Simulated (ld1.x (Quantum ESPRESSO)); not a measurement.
Which change was made? (Be, TM)

beryllium, norm-conserving Troullier–Martins (Kleinman–Bylander form), made with ld1.x (Quantum ESPRESSO) 7.5 (PBE, scalar-relativistic). Core [He], reference 2s1 2p1. Waves: 2p (bound): rc 2.60 bohr; 2s (bound): rc 2.20 bohr. Local part: the s channel. Core correction: none.

Cutoffs, loose and tight: the cutoffs (Ry, on a coarse ladder) from which the occupation-weighted sum of valence levels, in a spherical-Bessel basis at the reference potential, stays within 10 and 1 mRy of its value at 400 Ry. They do not see the model core or the augmentation charge, which bear on the density cutoff. Test errors are all-electron minus pseudo excitation energies from the reference, over the configurations 2s2 2p0; 2s1 2p0; 2s1.5 2p0; 2s0 2p1; 2s0 2p2; variants that change the core or the reference have their own tests.

The base gives: outcome: generated; cutoff, loose: 10 Ry; cutoff, tight: 15 Ry; bound ghosts: none; largest test error (meV): +32.

After one change the result is: outcome: generated; cutoff, loose: 8 Ry; cutoff, tight: 21 Ry; bound ghosts: none; largest test error (meV): -33. Which change was it?
A. all radii scaled by about 0.75 (s 1.64, p 1.94 bohr)
B. reference 2s2 2p0
C. core none, valence charge 4; reference 1s2 2s2 2p0; waves now 1s (bound): rc 0.45 bohr; 2p (bound): rc 4.15 bohr; local potential all-electron potential smoothed inside 1.15 bohr (lloc = -1)
D. type PAW; waves now 2s (bound): rcut 1.90, rcutus 2.20 bohr; 2s channel at 0.25 Ry: rcut 1.90, rcutus 2.20 bohr; 2p (bound): rcut 2.25, rcutus 2.60 bohr; 2p channel at 4.25 Ry: rcut 2.25, rcutus 2.60 bohr; local potential all-electron potential smoothed inside 2.05 bohr (lloc = -2); core correction a·sin(br)/r model core, default radius (ld1.x builds one for every PAW set, though the input has nlcc=.false.); augmentation PSQ, inside the norm-conserving radii
E. all radii scaled by about 1.24 (s 2.74, p 3.22 bohr)

B. The others give: core none, valence charge 4; reference 1s2 2s2 2p0; waves now 1s (bound): rc 0.45 bohr; 2p (bound): rc 4.15 bohr; local potential all-electron potential smoothed inside 1.15 bohr (lloc = -1) → outcome: generated, misses its reference levels by 0.90 eV; cutoff, loose: over 300 Ry; cutoff, tight: over 300 Ry; bound ghosts: p; largest test error (meV): -3538 | all radii scaled by about 0.75 (s 1.64, p 1.94 bohr) → outcome: generated; cutoff, loose: 15 Ry; cutoff, tight: 25 Ry; bound ghosts: none; largest test error (meV): +25 | type PAW; waves now 2s (bound): rcut 1.90, rcutus 2.20 bohr; 2s channel at 0.25 Ry: rcut 1.90, rcutus 2.20 bohr; 2p (bound): rcut 2.25, rcutus 2.60 bohr; 2p channel at 4.25 Ry: rcut 2.25, rcutus 2.60 bohr; local potential all-electron potential smoothed inside 2.05 bohr (lloc = -2); core correction a·sin(br)/r model core, default radius (ld1.x builds one for every PAW set, though the input has nlcc=.false.); augmentation PSQ, inside the norm-conserving radii → outcome: generated; cutoff, loose: 6 Ry; cutoff, tight: 10 Ry; bound ghosts: none; largest test error (meV): -14 | all radii scaled by about 1.24 (s 2.74, p 3.22 bohr) → outcome: generated; cutoff, loose: 8 Ry; cutoff, tight: 12 Ry; bound ghosts: none; largest test error (meV): +47.
